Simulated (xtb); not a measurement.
B(F)(Cl)(NH2) (BClFH2N), SMILES NB(F)Cl. All values are semi-empirical tight-binding results from xtb (GFN2-xTB unless named), good for trends rather than for accurate numbers. Geometry: GFN2-xTB. The values are those of a single conformer.

Computed properties:
point group as xtb finds it: Cs
orbital gap: 6.21 eV
dipole moment: 3.62 D
zero-point energy: 20.9 kcal/mol
G − E(el) at 298.15 K (modified RRHO): 3.6 kcal/mol
static polarisability (D4 model): 39.4 bohr³
solvation energy, GFN2-xTB/ALPB(water): -6.6 kcal/mol
solvation energy, GFN2-xTB/ALPB(ch2cl2): -5.0 kcal/mol
